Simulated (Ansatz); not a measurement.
(ZnS)2 ring (Zn₂S₂). Charge 0, multiplicity 1. Geometry PBE0-D4/def2-SVP; atoms count from 1.

```xyz
4

Zn   -0.5880   -1.0307   -0.2394
S     1.0232   -0.8886    1.3124
Zn    0.5880    1.0307    0.2395
S    -1.0231    0.8886   -1.3124
```

Question: Estimate the Mulliken populations from the PBE0/def2-TZVP orbitals of Ansatz.

Answer: 
```tsv
atom	charge (e)	d electrons
Zn1	0.45	10.05
S2	-0.45	–
Zn3	0.45	10.05
S4	-0.45	–
```
Mulliken values and Mayer orders depend strongly on the basis.

Question: And the Mayer bond orders between bonded heavy atoms (over 0.3)?

Answer: Zn1–S2 1.03 (2.24 Å); Zn1–S4 1.03 (2.24 Å); S2–Zn3 1.03 (2.24 Å); Zn3–S4 1.03 (2.24 Å).
